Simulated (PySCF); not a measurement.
# Dipole moment and polarisability of `[SiH3][CH2][GeH]1[CH2]C[CH2]1`

Compound: C4H12GeSi.
Cartesian coordinates in Å at the PBE0-D3(BJ)/def2-SVP level; atoms count from 1:
```
atom  x, y, z in Å
Si1   -2.9229    0.1232   -0.4964
C2    -1.5095   -0.8694    0.2443
Ge3    0.2226   -0.5174   -0.5995
C4     1.8987   -0.8394    0.4043
C5     2.3773    0.5573   -0.0611
C6     1.0442    1.2705   -0.3943
H7    -2.6305    1.5880   -0.4111
H8    -4.2116   -0.1385    0.2185
H9    -3.1043   -0.2326   -1.9382
H10   -1.4204   -0.6396    1.3187
H11   -1.7341   -1.9452    0.1525
H12    0.2227   -1.0595   -2.0465
H13    1.6826   -0.8591    1.4848
H14    2.5546   -1.6881    0.1643
H15    3.0127    1.0897    0.6679
H16    2.9764    0.4516   -0.9806
H17    0.6163    1.7716    0.4893
H18    1.0667    1.9909   -1.2235
```

Level: B3LYP/def2-SVPD (PySCF), static field, nuclei fixed, core orbitals frozen in the response. The polarisability tensor in these axes (au):

```
x   132.27   3.12   4.74
y     3.12  97.33  -0.20
z     4.74  -0.20  92.78
```

Task: Give the principal values, the mean and the anisotropy Δα = √{½[(α1 − α2)² + (α2 − α3)² + (α1 − α3)²]}.

Result: Principal values 92.16, 97.13 and 133.09 au; mean 107.46 au = 15.92 Å³ = 17.72 × 10⁻⁴⁰ C²·m²/J; Δα = 38.69 au (36 % of the mean).

Task: What is the dipole moment, and where does it point?

Result: (0.33, -0.43, 0.69) D, 0.88 D in size, pointing from the negative to the positive side. Measured along this direction, the outermost atoms are H9 at the negative end and H13 at the positive end.

Task: Give the eigenvalues of the traceless quadrupole moment Θ = ½Σq(3rr − r²1), origin at the centre of nuclear charge.

Result: -3.73, 1.20, 2.53 D·Å. The values depend on the origin, since the dipole doesn't vanish. The electronic extent ⟨r²⟩ about the same centre is 1329 bohr², a root-mean-square distance of 2.13 Å for the 82 electrons.

Task: Give the principal axes and the span of the nuclei along them.

Result: Largest value along (0.99, 0.09, 0.12), where the nuclei span 7.31 Å; middle along (-0.07, 0.99, -0.12), 3.92 Å; least along (-0.13, 0.11, 0.99), 3.57 Å. The response follows the extents in order.

Task: Find the Langevin capture rate constant for H3+ (3.023 u) meeting this molecule (161.992 u), k = 2.342 × 10⁻⁹ cm³/s × √(α in Å³ / reduced mass in u).

Result: The reduced mass is 2.97 u, so k = 5.42 × 10⁻⁹ cm³/s. The formula leaves out the permanent dipole, which adds to the capture rate.

Task: Sum over states: ᾱ = Σ f/ω², ω in Eh. What share falls to these 10 lowest TDDFT singlets (eV, f)? 6.60, 0.0321; 6.73, 0.0103; 6.82, 0.0733; 6.86, 0.0534; 6.99, 0.0345; 7.07, 0.0354; 7.37, 0.0699; 7.46, 0.0449; 7.50, 0.0031; 7.56, 0.0201.

Result: They add up to 5.61 au, 5.2 % of the 107.46 au; the largest single term is 1.17 au, from the state at 6.82 eV. Terms in order: 0.54, 0.17, 1.17, 0.84, 0.52, 0.53, 0.95, 0.60, 0.04, 0.26 au. Higher excitations give the rest. The strengths listed sum to 0.377.

Task: Estimate the molar refractivity from the static electronic polarisability.

Result: Lorentz–Lorenz: R = (4π/3)N_A α = 2.5225 cm³/(mol·Å³) × 15.92 Å³ = 40.2 cm³/mol, in the limit of long wavelengths.

Isolated species at its PBE0-D3(BJ)/def2-SVP geometry (one conformer only). The calculation is non-relativistic, for germanium too.
